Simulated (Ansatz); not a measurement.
Geometry optimisation, Ansatz 0.2.0, DFT PBE, scalar-relativistic, plane waves, PAW.

input.yaml

```yaml
crystal:
  lattice:
    - [4.58, 0.0, 0.0]
    - [2.29, 3.966396, 0.0]
    - [0.0, 0.0, 16.58843]
  atoms:
    - { symbol: Be, position: [0.0, 0.0, 0.06028298] }
    - { symbol: Be, position: [0.5, 0.0, 0.06028298] }
    - { symbol: Be, position: [-2.0e-08, 0.50000004, 0.06028298] }
    - { symbol: Be, position: [0.49999998, 0.50000004, 0.06028298] }
    - { symbol: Be, position: [-0.16666668, 0.33333336, 0.16844361] }
    - { symbol: Be, position: [0.33333332, 0.33333336, 0.16844361] }
    - { symbol: Be, position: [-0.1666667, 0.83333341, 0.16844361] }
    - { symbol: Be, position: [0.3333333, 0.83333341, 0.16844361] }
    - { symbol: Be, position: [0.0, 0.0, 0.27660424] }
    - { symbol: Be, position: [0.5, 0.0, 0.27660424] }
    - { symbol: Be, position: [-2.0e-08, 0.50000004, 0.27660424] }
    - { symbol: Be, position: [0.49999998, 0.50000004, 0.27660424] }
    - { symbol: "N", position: [0.49999998, 0.50000004, 0.3790853] }
    - { symbol: H, position: [0.16666662, 1.16666677, 0.25791651] }
    - { symbol: H, position: [0.37919902, 0.42052263, 0.42731169] }
basis:
  ecutwfc: 420.0
kpoints:
  mp_grid: { grid: [6, 6, 1] }
hamiltonian:
  xc: pbe
scf:
  occupations: { method: gaussian, width: 0.05 }
  lower_state_search: "off"
relax:
  f_tol: 0.03
  max_steps: 60
  adjacent_minimum: "off"
  constraints: [{ sites: [0, 1, 2, 3] }]
```

Run as:

```bash
$ ansatz run input.yaml --threads 1 --pin off --max-ram 3072MiB --backend cpu --events-out ev --progress --plain --runs-dir out
```

Question: Where does it end, and by what steps?

Answer: It converged. Limits of this set-up: coarse k mesh, thin slab, slab without dipole correction, odd electron count without spin. After 16 steps the energy has fallen by 4.766 eV; H14 moved furthest, 1.71 Å. Parted: Be11–H14. Joined: Be10–N13, Be11–N13.

| step | energy less start (eV) | largest force component (eV/Å) | accepted |
| --- | --- | --- | --- |
| 0 | 0.0000 | 2.073 | yes |
| 1 | -0.7010 | 1.454 | yes |
| 2 | -1.2342 | 0.902 | yes |
| 3 | -1.6302 | 1.144 | yes |
| 4 | -2.1326 | 1.401 | yes |
| 5 | -2.7068 | 1.532 | yes |
| 6 | -3.3846 | 0.966 | yes |
| 7 | -3.8260 | 0.734 | yes |
| 8 | -4.0506 | 0.401 | yes |
| 9 | -4.1379 | 0.255 | yes |
| 10 | -4.2163 | 0.641 | yes |
| 11 | -4.3262 | 0.497 | yes |
| 12 | -4.4750 | 0.419 | yes |
| 13 | -4.6265 | 0.356 | yes |
| 14 | -4.7233 | 0.411 | yes |
| 15 | -4.7617 | 0.074 | yes |
| 16 | -4.7661 | 0.027 | yes |

```xyz
15
Lattice="4.5800 0.0000 0.0000 2.2900 3.9664 0.0000 0.0000 0.0000 16.5884" Properties=species:S:1:pos:R:3
Be 0.000 0.000 1.000
Be 2.290 0.000 1.000
Be 1.145 1.983 1.000
Be 3.435 1.983 1.000
Be 0.008 1.334 2.911
Be 2.280 1.329 2.780
Be 1.138 3.292 2.912
Be 3.408 3.323 2.784
Be -0.003 0.003 4.536
Be 2.316 -0.074 4.816
Be 1.171 1.969 4.736
Be 3.515 2.003 4.817
N 2.340 1.297 5.677
H 3.356 3.355 5.423
H 2.306 1.316 6.690
```

Whether the end is a true minimum wasn't checked by a vibrational analysis.

Run time: 51 s on 1 thread of AMD EPYC 9R45 96-Core Processor (Zen 5), on a shared host, peak memory 0.57 GiB.
